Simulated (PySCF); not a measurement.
Löwdin shares of the frontier orbitals

C8H5FO.
Geometry (GFN2-xTB, Å), atoms numbered from 1 in this order:
```
atom  x, y, z in Å
F1    -0.461    2.697    0.125
C2    -0.607    1.358    0.063
C3    -1.866    0.804    0.040
C4    -2.023   -0.581   -0.024
C5    -0.939   -1.434   -0.065
C6     0.323   -0.858   -0.042
O7     1.517   -1.486   -0.075
C8     2.464   -0.519   -0.032
C9     1.934    0.724    0.028
C10    0.518    0.538    0.023
H11   -2.728    1.452    0.071
H12   -3.022   -0.988   -0.040
H13   -1.057   -2.504   -0.114
H14    3.484   -0.851   -0.050
H15    2.459    1.655    0.071
```

Theory: PySCF, TDDFT PBE0/def2-SVPD, vertical, gas phase, core orbitals frozen in the response.

Frontier orbitals with the atoms that hold most of them (Löwdin shares over 4%, at most four atoms; ? is withheld):

```
orbital  ε (eV)                            atoms
 HOMO-3  -10.25   C4 17%, C3 15%, C5 14%, F1 11%
 HOMO-2   -8.79  C9 25%, C10 19%, O7 11%, C8 10%
 HOMO-1   -7.25                                ?
   HOMO   -6.66   C8 16%, C9 14%, C4 13%, C2 13%
   LUMO       ?                                ?
 LUMO+1   -0.05   C3 21%, C6 20%, C2 13%, C4 10%
 LUMO+2    0.92   C8 17%, C9 16%, C2 10%, H15 8%
```

Q: Which atoms hold the HOMO-1, and with what shares?

A: C3 (bonded to 2 C and H) 24%; C6 (bonded to 2 C and O) 19%; C5 (bonded to 2 C and H) 10%; C4 (bonded to 2 C and H) 9%.

Q: Give the leading atoms of the LUMO.

A: C8 (bonded to C, O and H) 18%; C4 (bonded to 2 C and H) 15%; C5 (bonded to 2 C and H) 13%; C2 (bonded to 2 C and F) 12%.

Q: What is the LUMO energy, and the HOMO–LUMO gap?

A: ε(LUMO) = -0.83 eV; the gap is 5.84 eV (0.2145 hartree).

Q: How does S1 compare with the orbital gap of 5.84 eV?

A: S1 is at 5.13 eV (f = 0.012), 0.71 eV below the gap, made of HOMO-1→LUMO (49%), HOMO→LUMO+1 (38%), HOMO→LUMO (11%). Its leading pair isn't HOMO and LUMO; the energies of that pair differ by 6.42 eV. Without the coupling terms of the response equations the lowest excitation would equal the gap.

Next come S2 at 5.30 eV (f 0.170), HOMO→LUMO (79%); S3 at 6.25 eV (f 0.379), HOMO→LUMO+1 (48%), HOMO-1→LUMO (40%); S4 at 6.48 eV (f 0.010), HOMO→LUMO+2 (97%); S5 at 6.66 eV (f 0.042), HOMO→LUMO+3 (58%), HOMO-2→LUMO (27%), HOMO-1→LUMO+1 (12%).

Löwdin shares depend on the basis, the more so with diffuse functions.
